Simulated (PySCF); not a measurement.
Sm⁵³⁺: ionisation energy

Sm⁵³⁺ [He] 2s2 2p5 [2p1/2^2 2p3/2^3, M_J = 3/2] → Sm⁵⁴⁺ [He] 2s2 2p4 [2p1/2^2 2p3/2^2, M_J = 2], as a difference of total energies. All numbers are calculated (PySCF 2.14, the two-component X2C-1e Hamiltonian, in an uncontracted even-tempered set (17 s from 33 bohr⁻², ratio 2.4; 13 p from 43 bohr⁻², ratio 2.4; 5 d from 150 bohr⁻², ratio 2.6; 4 f from 230 bohr⁻², ratio 2.6)). Correlated levels: nothing frozen; the 30 highest virtual spinors dropped. "Screened" scales the spin-orbit matrix elements by Boettger's factors to mimic the two-electron term; Breit and QED terms are absent.

```json
{"method": "GHF (spin-free)", "ionisation energy (eV)": "10956.5"}
{"method": "GMP2 (spin-free)", "ionisation energy (eV)": "10958.1"}
{"method": "GHF (screened spin-orbit)", "ionisation energy (eV)": "10772.7"}
{"method": "GMP2 (screened spin-orbit)", "ionisation energy (eV)": "10774.3"}
```

For this ion Breit and QED terms and the two-electron picture change, all absent here, outweigh the correlation shift from GHF to GMP2.

The spin-free rows relax to the high-spin LS determinant and lack the spin-orbit shift.

The labels give the starting determinants; with spin-orbit coupling the two ends relaxed to ⟨J²⟩ = 3.75, ⟨L²⟩ = 2.01, ⟨S²⟩ = 0.76 and ⟨J²⟩ = 6.00, ⟨L²⟩ = 3.25, ⟨S²⟩ = 1.39.

For comparison: 10762 ± 5 eV (theoretical estimate listed by NIST; NIST Atomic Spectra Database, ionization energies).
